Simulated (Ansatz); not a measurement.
Reaction (ligand exchange at the Si–C bond): `N[SiH2]C(N)[SiH3]` + `[OH][In]([SH])[O][SiH3]` → `[SiH3][O][In]([SH])[O][SiH3]` + `NC[SiH2]N`

Program: Ansatz. Geometries: PBE0-D4/def2-TZVP. ΔE: electronic, gas phase. CCSD(T)/CBS is the MP2 limit (def2-TZVPP, def2-QZVPP) plus CCSD(T) − MP2 in def2-TZVPP, frozen cores. Functionals use def2-TZVPP. B3LYP here is the variant with VWN-RPA as its local correlation; programs differ in this. def2 core potentials past Kr. For In outer-core shells are correlated without core-valence functions, which leaves a few kJ/mol of doubt a bond. One conformer a species, not always the lowest.

`N[SiH2]C(N)[SiH3]`:

```xyz
15

N    -0.721    1.142    2.299
Si   -1.014    0.249    0.863
C     0.429    0.168   -0.347
N     1.521   -0.551    0.341
Si    0.007   -0.551   -2.038
H     0.083    0.909    2.861
H    -0.889    2.135    2.306
H    -2.193    0.864    0.194
H    -1.307   -1.167    1.227
H     0.741    1.212   -0.488
H     1.253   -1.514    0.514
H     2.360   -0.581   -0.227
H     1.253   -0.652   -2.851
H    -0.534   -1.929   -1.870
H    -0.988    0.268   -2.784
```

`[OH][In]([SH])[O][SiH3]`:

Cartesian coordinates in Å:
```
O 2.143 2.216 0.945
In 0.785 0.797 0.983
S -0.145 -0.214 2.889
O 0.213 0.239 -0.832
Si -0.848 -0.854 -1.404
H 2.359 2.461 0.041
H -0.922 -1.009 2.130
H -0.158 -1.861 -2.255
H -1.906 -0.188 -2.211
H -1.521 -1.587 -0.285
```

`[SiH3][O][In]([SH])[O][SiH3]`:

Cartesian coordinates in Å:
```
Si 0.123 -2.313 -0.634
O 1.323 -1.313 -0.160
In 1.472 0.524 0.515
S 3.481 1.442 1.294
O -0.193 1.573 0.503
Si -1.717 1.384 -0.051
H 0.543 -3.719 -0.392
H -1.132 -2.053 0.130
H -0.175 -2.142 -2.083
H 2.888 2.619 1.563
H -2.289 2.723 -0.356
H -2.577 0.715 0.965
H -1.745 0.561 -1.294
```

`NC[SiH2]N`:

Cartesian coordinates in Å:
```
N 1.227 1.047 -0.395
C 0.798 -0.322 -0.689
Si -0.958 -0.540 -0.058
N -0.906 -0.205 1.626
H 2.202 1.185 -0.632
H 0.695 1.711 -0.944
H 1.428 -1.014 -0.121
H 0.879 -0.614 -1.747
H -1.459 -1.926 -0.271
H -1.841 0.368 -0.863
H -0.333 0.581 1.897
H -1.732 -0.270 2.197
```

```json
{"level": "PBE-D4", "ΔE (kcal/mol)": "-20.8", "difference from CCSD(T)/CBS": "5.1"}
{"level": "r2SCAN-D4", "ΔE (kcal/mol)": "-24.6", "difference from CCSD(T)/CBS": "1.3"}
{"level": "PBE0-D4", "ΔE (kcal/mol)": "-23.4", "difference from CCSD(T)/CBS": "2.5"}
{"level": "B3LYP-D4", "ΔE (kcal/mol)": "-25.9", "difference from CCSD(T)/CBS": "0.0"}
{"level": "ωB97X-V", "ΔE (kcal/mol)": "-25.9", "difference from CCSD(T)/CBS": "0.0"}
{"level": "ωB97M-V", "ΔE (kcal/mol)": "-25.4", "difference from CCSD(T)/CBS": "0.5"}
{"level": "B2PLYP", "ΔE (kcal/mol)": "-26.8", "difference from CCSD(T)/CBS": "-0.9"}
{"level": "PBE", "ΔE (kcal/mol)": "-21.1", "difference from CCSD(T)/CBS": "4.8"}
{"level": "r2SCAN", "ΔE (kcal/mol)": "-24.6", "difference from CCSD(T)/CBS": "1.3"}
{"level": "PBE0", "ΔE (kcal/mol)": "-23.6", "difference from CCSD(T)/CBS": "2.3"}
{"level": "B3LYP", "ΔE (kcal/mol)": "-26.5", "difference from CCSD(T)/CBS": "-0.6"}
{"level": "HF/def2-TZVPP", "ΔE (kcal/mol)": "-33.7", "difference from CCSD(T)/CBS": "-7.8"}
{"level": "MP2/def2-TZVPP", "ΔE (kcal/mol)": "-26.3", "difference from CCSD(T)/CBS": "-0.4"}
{"level": "SCS-MP2/def2-TZVPP", "ΔE (kcal/mol)": "-27.8", "difference from CCSD(T)/CBS": "-1.9"}
{"level": "CCSD/def2-TZVPP", "ΔE (kcal/mol)": "-27.5", "difference from CCSD(T)/CBS": "-1.6"}
{"level": "CCSD(T)/def2-TZVPP", "ΔE (kcal/mol)": "-26.3", "difference from CCSD(T)/CBS": "-0.4"}
{"level": "HF/def2-QZVPP", "ΔE (kcal/mol)": "-34.2", "difference from CCSD(T)/CBS": "-8.3"}
{"level": "MP2/def2-QZVPP", "ΔE (kcal/mol)": "-26.3", "difference from CCSD(T)/CBS": "-0.4"}
{"level": "SCS-MP2/def2-QZVPP", "ΔE (kcal/mol)": "-27.8", "difference from CCSD(T)/CBS": "-1.9"}
{"level": "HF/CBS(def2)", "ΔE (kcal/mol)": "-34.2", "difference from CCSD(T)/CBS": "-8.3"}
{"level": "MP2/CBS(def2)", "ΔE (kcal/mol)": "-26.0", "difference from CCSD(T)/CBS": "-0.1"}
{"level": "CCSD/CBS(def2)", "ΔE (kcal/mol)": "-27.1", "difference from CCSD(T)/CBS": "-1.2"}
{"level": "CCSD(T)/CBS", "ΔE (kcal/mol)": "-25.9", "difference from CCSD(T)/CBS": "0"}
```

Largest T1 diagnostic among the species: 0.016.

In def2-TZVPP, CCSD(T) changes the Hartree–Fock value by +7.4 kcal/mol (the triples alone add +1.2 kcal/mol) and MP2 by +7.4 kcal/mol. From PBE to PBE0 (25 % exact exchange), in def2-TZVPP and without D4, ΔE moves by −2.5 kcal/mol.
